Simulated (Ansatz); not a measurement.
A nudged elastic band was laid between two geometries of CH5NSSi (9 atoms, charge 0, multiplicity 1).

Level of theory: RKS PBE0/def2-SVP (Ansatz).

```
movable images  : 7
climbing image  : yes
spring          : 5.0 eV/Å²
optimiser       : quadratic models (default)
start path      : through a guess of the saddle point
force threshold : 0.05 eV/Å
iteration limit : 39
end points      : relaxed
```

Image 0:

```xyz
9
Properties=species:S:1:pos:R:3
N -0.242 1.415 -0.612
C 0.062 0.116 -0.711
Si 0.110 -0.971 0.851
S 0.416 -0.649 -2.128
H -0.259 1.985 -1.454
H -0.451 1.852 0.277
H 1.488 -1.510 1.013
H -0.878 -2.074 0.696
H -0.245 -0.164 2.068
```

Image 8:

```xyz
9
Properties=species:S:1:pos:R:3
N -0.243 1.415 -0.612
C 0.065 0.116 -0.710
Si 0.110 -0.971 0.851
S 0.425 -0.647 -2.128
H -0.459 1.851 0.275
H -0.262 1.985 -1.454
H 1.486 -1.517 1.012
H -0.883 -2.069 0.698
H -0.239 -0.163 2.069
```

Which bonds break or form, and what moves?

No bond is made or broken. The dihedral H5–N1–C2–S4 goes from 0 to 180°. The two ends are copies of one structure, up to a mirror image or an exchange of like atoms.

What energy profile does the band end with?

The run converged. The highest image is number 5 of 0 to 8, 97.5 kJ/mol above the ends, which have the same energy within 2 meV. The profile has 2 maxima (images 2, 5) with wells between them (image 3): this band takes more than one step, which may be the mechanism or a detour left from its start path. A vibrational analysis at the climbing image gives one clearly imaginary mode, 572i cm⁻¹: a first-order saddle point.

```csv
image,path coordinate (Å),energy (kJ/mol),dihedral H5–N1–C2–S4 (°)
0,0.00,0.0,0
1,0.88,2.6,0
2,1.77,5.8,0
3,2.65,4.1,1
4,3.53,46.4,14
5,4.41,97.5,56
6,5.34,42.9,122
7,6.26,2.9,176
8,7.19,0.0,180
```

What is the geometry of the highest image?


```xyz
9
Properties=species:S:1:pos:R:3
N 0.089 1.463 -0.331
C -0.100 0.082 -0.671
Si 0.036 -1.026 0.869
S -0.386 -0.479 -2.168
H -0.728 1.989 -0.652
H 0.858 1.832 -0.895
H 1.395 -0.829 1.458
H -0.176 -2.461 0.531
H -0.988 -0.571 1.858
```

Time of the run: 5.2 min on 1 thread of Arm Neoverse V2, on a shared host, peak memory 0.17 GiB.
